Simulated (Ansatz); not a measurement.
`FB(Cl)O[SiH3]` + `N=C=O` → `O=C=NB(F)Cl` + silanol  (ligand exchange at a B–O bond)

Gas-phase electronic energies from Ansatz, PBE0-D4/def2-TZVP geometries. CBS: MP2 limit from def2 TZ/QZ plus the TZ coupled-cluster correction, frozen cores. This one scheme is used for every species. Each species was taken in one conformer, which may not be the lowest.

| level | ΔE (eV) |
| --- | --- |
| HF/def2-SVP | 0.41 |
| SCS-MP2/def2-TZVPP | 0.33 |

(1) What does CCSD(T)/CBS give? (Estimate.)

Largest T1 diagnostic among the species: 0.018.

Results:

(1) Computed: +0.35 eV. The listed levels differ from it by 0.06, -0.02 eV.

At CCSD(T), def2-SVP lies +0.05 eV from the extrapolated value and def2-TZVPP −0.00 eV. In def2-TZVPP, CCSD(T) changes the Hartree–Fock value by −0.04 eV (the triples alone add −0.01 eV) and MP2 by −0.08 eV.
